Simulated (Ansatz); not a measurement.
Geometry optimisation, RKS B3LYP-D4/6-31G* (Ansatz 0.2.0).

The input (input.yaml):

```yaml
crystal:
  periodic: [false, false, false]
  atoms:
    - { symbol: C, position_ang: [0.1926, -1.7465, 0.562] }
    - { symbol: Si, position_ang: [0.2981, -0.4495, -0.8262] }
    - { symbol: S, position_ang: [0.1036, 1.4666, 0.07226] }
    - { symbol: Cl, position_ang: [2.11835, -0.48679, -1.74718] }
    - { symbol: C, position_ang: [-1.06803, -0.66199, -2.07261] }
    - { symbol: Al, position_ang: [-0.94669, -2.43304, -3.01094] }
    - { symbol: H, position_ang: [-0.8395, -1.6338, 1.0066] }
    - { symbol: H, position_ang: [0.9496, -1.4805, 1.3186] }
    - { symbol: H, position_ang: [0.3006, -2.7031, 0.1804] }
    - { symbol: H, position_ang: [-1.21572, 1.14247, 0.59601] }
    - { symbol: H, position_ang: [-1.03441, 0.11371, -2.82961] }
    - { symbol: H, position_ang: [-2.08509, -0.61472, -1.54356] }
    - { symbol: H, position_ang: [-0.7301, -2.51055, -4.6338] }
    - { symbol: H, position_ang: [-0.99615, -3.81414, -2.1643] }
basis:
  gaussian: { orbitals: "6-31G*" }
hamiltonian:
  xc: b3lyp
  dispersion: d4
relax:
  f_tol: 0.015
  max_steps: 40
```

Command:

```bash
$ ansatz run input.yaml --threads 2 --pin off --max-ram 3072MiB --backend cpu --events-out ev --progress --plain --runs-dir out
```

**Question.** Where does it end, and by what steps?

**Answer.** It converged. After 24 steps the energy has fallen by 0.558 eV; H13 moved furthest, 1.17 Å. Joined: Cl4–Al6.

```csv
step,energy less start (eV),largest force component (eV/Å),accepted
0,0.0000,2.891,yes
1,-0.3397,1.184,yes
2,-0.3913,0.225,yes
3,-0.4085,0.116,yes
4,-0.4129,0.050,yes
5,-0.4196,0.137,yes
6,-0.4308,0.397,yes
7,-0.4427,0.369,yes
8,-0.4695,0.276,yes
9,-0.5060,0.453,yes
10,-0.5068,0.494,yes
11,-0.5402,0.324,yes
12,-0.5377,0.313,no
13,-0.5521,0.087,yes
14,-0.5536,0.068,yes
15,-0.5547,0.057,yes
16,-0.5560,0.075,yes
17,-0.5565,0.052,yes
18,-0.5570,0.028,yes
19,-0.5573,0.027,yes
20,-0.5574,0.025,yes
21,-0.5574,0.059,yes
22,-0.5575,0.029,yes
23,-0.5575,0.029,yes
24,-0.5575,0.009,yes
```

```xyz
14
Properties=species:S:1:pos:R:3
C 0.021 -1.639 0.856
Si -0.016 -0.636 -0.721
S 0.530 1.433 -0.438
Cl 1.662 -1.378 -1.887
C -1.411 -0.989 -1.868
Al -0.469 -2.110 -3.245
H -0.765 -1.294 1.538
H 0.985 -1.541 1.364
H -0.156 -2.698 0.637
H -0.692 1.796 0.015
H -1.808 -0.079 -2.327
H -2.220 -1.526 -1.359
H -0.186 -1.474 -4.669
H -0.428 -3.677 -2.988
```

Time of the run: 2.5 min on 2 threads of Arm Neoverse V2, with other jobs on the host, peak memory 0.34 GiB.
